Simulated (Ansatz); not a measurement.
Consider the substitution at a C–Si bond: `CSC[SiH2]O` + CH₃NH₂ → `CNCSC` + `O[SiH3]`.

Isolated molecules relaxed with PBE0-D4/def2-TZVP in Ansatz; ΔE leaves out vibrations. CCSD(T)/CBS is the MP2 limit (def2-TZVPP, def2-QZVPP) plus CCSD(T) − MP2 in def2-TZVPP, frozen cores. DFT in def2-TZVPP. B3LYP here is the variant with VWN-RPA as its local correlation; programs differ in this. Each species was taken in one conformer, which may not be the lowest.

`CSC[SiH2]O`:

Cartesian coordinates in Å:
```
C 0.506 1.681 0.962
S 0.264 0.003 1.562
C -0.977 -0.604 0.388
Si -0.189 -0.952 -1.284
O 1.205 -1.786 -1.033
H 1.250 2.139 1.614
H 0.875 1.702 -0.063
H -0.422 2.251 1.031
H -1.338 -1.544 0.816
H -1.828 0.083 0.353
H 0.061 0.337 -1.987
H -1.066 -1.795 -2.134
H 1.659 -1.516 -0.226
```

CH₃NH₂:

Cartesian coordinates in Å:
```
C -0.128 0.308 -0.460
N 0.315 -0.197 0.829
H -0.591 -0.436 -1.124
H 0.723 0.743 -0.990
H -0.851 1.112 -0.305
H 0.994 -0.936 0.708
H -0.462 -0.595 1.341
```

`CNCSC`:

Z-matrix (Å, degrees):
```
C
N 1 1.448
H 1 1.099 2 114.3
H 1 1.091 2 109.3 3 -121.9
H 1 1.093 2 109.1 3 120.6
C 2 1.422 1 115.4 3 -60.8
H 2 1.011 1 111.2 3 66.5
S 6 1.845 2 114.2 1 64.5
H 6 1.093 2 109.8 1 -175.1
H 6 1.094 2 109.4 1 -56.2
C 8 1.796 6 98.1 2 177.3
H 11 1.092 8 111.2 6 62.4
H 11 1.092 8 111.3 6 -60.1
H 11 1.090 8 107.5 6 -178.9
```

`O[SiH3]`:

Cartesian coordinates in Å:
```
O -0.451 -0.627 1.022
Si 0.071 0.321 -0.220
H -0.289 -1.569 0.965
H 1.547 0.233 -0.395
H -0.312 1.706 0.137
H -0.566 -0.063 -1.510
```

| level | ΔE (kJ/mol) | difference from CCSD(T)/CBS |
| --- | --- | --- |
| PBE-D4 | 62.4 | -1.9 |
| r2SCAN-D4 | 62.8 | -1.5 |
| PBE0-D4 | 63.9 | -0.4 |
| B3LYP-D4 | 60.5 | -3.8 |
| ωB97M-V | 64.9 | 0.6 |
| B2PLYP | 58.9 | -5.4 |
| PBE0 | 61.6 | -2.7 |
| B3LYP | 56.2 | -8.1 |
| HF/def2-TZVPP | 51.4 | -12.9 |
| SCS-MP2/def2-TZVPP | 58.6 | -5.7 |
| CCSD/def2-TZVPP | 60.3 | -4.0 |
| CCSD(T)/def2-TZVPP | 60.9 | -3.4 |
| MP2/def2-QZVPP | 65.0 | 0.7 |
| SCS-MP2/def2-QZVPP | 60.6 | -3.7 |
| MP2/CBS(def2) | 66.5 | 2.2 |
| CCSD/CBS(def2) | 63.7 | -0.6 |
| CCSD(T)/CBS | 64.3 | 0 |

Largest T1 diagnostic among the species: 0.011.

The D4 term adds +4.3 kJ/mol with B3LYP and +2.3 kJ/mol with PBE0; it sums over pairs of atoms, weighted by their polarisabilities, and B3LYP, whose exchange is more repulsive, gets the larger term. In def2-TZVPP, CCSD(T) changes the Hartree–Fock value by +9.5 kJ/mol (the triples alone add +0.6 kJ/mol) and MP2 by +11.7 kJ/mol.
